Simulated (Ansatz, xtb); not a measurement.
Isomers of C4H3BrN2O in order of energy

9 gas-phase structures of C4H3BrN2O, from a drawn sample of its isomers (lower ones may exist). Each was relaxed with GFN2-xTB; where two conformers were screened, the lower at r2SCAN-D4/def2-SVP is listed:

A. `O=Cc1cn[nH]c1Br`, a singlet
B. `O=Cc1c[nH]nc1Br`, a singlet
C. `O=Cc1cc(Br)[nH]n1`, a singlet
D. `O=Cn1cc(Br)cn1`, a singlet
E. `O=Cn1nccc1Br`, a singlet
F. `O=Cc1cc(Br)n[nH]1`, a singlet
G. `O=Cc1n[nH]cc1Br`, a singlet
H. `O=Cn1ccc(Br)n1`, a singlet
I. `O=Cc1[nH]ncc1Br`, a singlet

Question: Which do you expect lowest at r2SCAN-D4/def2-SVP, and how would the others follow?

Answer: Calculated order at r2SCAN-D4/def2-SVP: H (0.0), D (5.2), F (12.5), I (13.4), B (17.1), C (19.6), E (20.3), A (21.3), G (26.7) kJ/mol. Less than 1 kcal/mol parts F and I; I and B; B and C; C and E; E and A, so the order within those pairs means little.

Energies above the lowest of each column, in kJ/mol; the last columns are at B3LYP/def2-SVP geometries and were run for some of them only (a dash: not run or not comparable):

```json
{"structure": "H", "GFN2-xTB": "0.0", "HF/STO-3G": "0.0", "r2SCAN-D4/def2-SVP": "0.0", "B3LYP/def2-SVP": "0.0", "CCSD(T)/def2-SVP + ΔMP2/def2-TZVPP": "0.0"}
{"structure": "D", "GFN2-xTB": "4.3", "HF/STO-3G": "5.8", "r2SCAN-D4/def2-SVP": "5.2", "B3LYP/def2-SVP": "4.4", "CCSD(T)/def2-SVP + ΔMP2/def2-TZVPP": "3.8"}
{"structure": "F", "GFN2-xTB": "39.6", "HF/STO-3G": "24.3", "r2SCAN-D4/def2-SVP": "12.5", "B3LYP/def2-SVP": "14.3", "CCSD(T)/def2-SVP + ΔMP2/def2-TZVPP": "15.7"}
{"structure": "I", "GFN2-xTB": "37.7", "HF/STO-3G": "27.8", "r2SCAN-D4/def2-SVP": "13.4", "B3LYP/def2-SVP": "16.0", "CCSD(T)/def2-SVP + ΔMP2/def2-TZVPP": "16.8"}
{"structure": "B", "GFN2-xTB": "39.6", "HF/STO-3G": "22.1", "r2SCAN-D4/def2-SVP": "17.1", "B3LYP/def2-SVP": "17.9", "CCSD(T)/def2-SVP + ΔMP2/def2-TZVPP": "16.7"}
{"structure": "C", "GFN2-xTB": "48.3", "HF/STO-3G": "27.0", "r2SCAN-D4/def2-SVP": "19.6", "B3LYP/def2-SVP": "20.2", "CCSD(T)/def2-SVP + ΔMP2/def2-TZVPP": "19.0"}
{"structure": "E", "GFN2-xTB": "10.8", "HF/STO-3G": "12.4", "r2SCAN-D4/def2-SVP": "20.3", "B3LYP/def2-SVP": "–", "CCSD(T)/def2-SVP + ΔMP2/def2-TZVPP": "–"}
{"structure": "A", "GFN2-xTB": "44.4", "HF/STO-3G": "27.4", "r2SCAN-D4/def2-SVP": "21.3", "B3LYP/def2-SVP": "–", "CCSD(T)/def2-SVP + ΔMP2/def2-TZVPP": "–"}
{"structure": "G", "GFN2-xTB": "51.4", "HF/STO-3G": "31.8", "r2SCAN-D4/def2-SVP": "26.7", "B3LYP/def2-SVP": "–", "CCSD(T)/def2-SVP + ΔMP2/def2-TZVPP": "–"}
```

Every level run on H puts it lowest or level with the lowest. CCSD(T)/def2-SVP + ΔMP2/def2-TZVPP orders those it was run on as H (0.0), D (3.8), F (15.7), B (16.7), I (16.8), C (19.0) kJ/mol. Less than 1 kcal/mol parts H and D; F and B; B and I; I and C, so the order within those pairs means little. Flexible structures stand in one conformer each, not always the lowest. Frequencies (GFN2-xTB) were run for B, C, D, F, H, I alone. ΔMP2 is the change of the MP2 energy from the smaller to the larger basis.

Over these structures GFN2-xTB departs from r2SCAN-D4/def2-SVP by 12.7 kJ/mol on average once a common shift is removed. A GFN2-xTB relaxation took about 0.062 s and the r2SCAN-D4/def2-SVP energy about 3.9 s on a shared host (Ansatz 0.2.0, xtb 6.7.1).
